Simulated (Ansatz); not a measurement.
```xyz
3

Si    0.0075   -0.0049   -0.1386
H    -0.0057    1.1043    0.9403
H    -0.0040   -1.0887    0.9444
```

Basis set: def2-TZVP (spherical functions). Left uncorrelated: 5 orbitals. Charge 0, multiplicity 1.

Computed with Ansatz (development build ahead of 0.2.0); each method stands on the lowest determinant of its kind that the runs found. Restricted open shells among the atoms or ions are ROHF, correlated in semicanonical orbitals with singles.

The atomization energy at this shape (free ground-state atoms in the same class of orbitals less the molecule, no zero-point energy) of singlet SiH₂:

```tsv
method	atomization energy
RHF	4.88 eV
```

Q: What does RHF-MP2 give?

A: 6.05 eV.
